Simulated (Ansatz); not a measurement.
`FC(F)(F)C(F)(F)C(F)(F)C(F)(F)F` + `CF` → `FCC(F)(F)C(F)(F)F` + `FC(F)C(F)(F)F`  (formal exchange of groups at a C–C bond)

Calculated with Ansatz (gas phase, PBE0-D4/def2-TZVP geometries, no zero-point term in ΔE). CBS: MP2 limit from def2 TZ/QZ plus the TZ coupled-cluster correction, frozen cores. This one scheme is used for every species. Functionals use def2-TZVPP. B3LYP here is the variant with VWN-RPA as its local correlation; programs differ in this. One conformer a species, not always the lowest.

| level | ΔE (kJ/mol) | difference from CCSD(T)/CBS |
| --- | --- | --- |
| PBE0-D4 | -42.6 | 0.4 |
| B3LYP-D4 | -41.7 | 1.3 |
| CAM-B3LYP-D4 | -42.4 | 0.6 |
| ωB97M-V | -38.1 | 4.9 |
| BLYP | -51.3 | -8.3 |
| r2SCANh | -40.0 | 3.0 |
| BHLYP | -52.2 | -9.2 |
| RPA@PBE/def2-TZVPP | -36.5 | 6.5 |
| SCS-MP2/def2-TZVPP | -44.4 | -1.4 |
| CCSD/def2-TZVPP | -44.1 | -1.1 |
| CCSD(T)/CBS | -43.0 | 0 |

Largest T1 diagnostic among the species: 0.012.

At CCSD(T), def2-SVP lies +13.7 kJ/mol from the extrapolated value and def2-TZVPP +2.8 kJ/mol. The D4 term adds +9.7 kJ/mol with B3LYP and +5.9 kJ/mol with PBE0; it sums over pairs of atoms, weighted by their polarisabilities, and B3LYP, whose exchange is more repulsive, gets the larger term.

CCSD(T)/CBS has its own doubt, a few kJ/mol and more with outer-core shells, so smaller differences from it don't rank the levels.
